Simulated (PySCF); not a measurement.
The halides of lead, PbF₃ to PbI₃

Level: PBE0 in the def2-SVP basis family, computed in PySCF with density fitting; scalar-relativistic core potentials for atoms from Rb on, none lighter, no spin–orbit coupling; open shells unrestricted.

Each entry is the lowest minimum that a search over a few typed start shapes (and spin states, where more than one is plausible) found, or that minimum re-optimised at the stated level; isomers with ligand–ligand bonds, or fragments after loss of a ligand pair, can lie lower.

```
molecule  2S+1  point group  mean bond to Pb (Å)  distinct angles (°)  atomisation (kJ/mol)  highest ω (cm⁻¹)  lowest ω (cm⁻¹)
    PbF₃     2          C3v                2.056                  108                  1019               525              107
   PbCl₃     2          C3v                2.485                  110                   851               307               74
    PbI₃     2          C3v                2.841                  110                   654               158               34
```

The bond lengthens at every step; the largest change, 0.429 Å, falls between PbF₃ and PbCl₃ among the members listed.

Spin–orbit coupling can matter for PbF₃, PbCl₃, PbI₃.

The shape of PbI₃ rests on a mode under 45 cm⁻¹ and is not firmly settled.

Left out of the table are members whose search was unfinished or whose lowest solution was spin-contaminated, unstable, very soft or bonded differently.
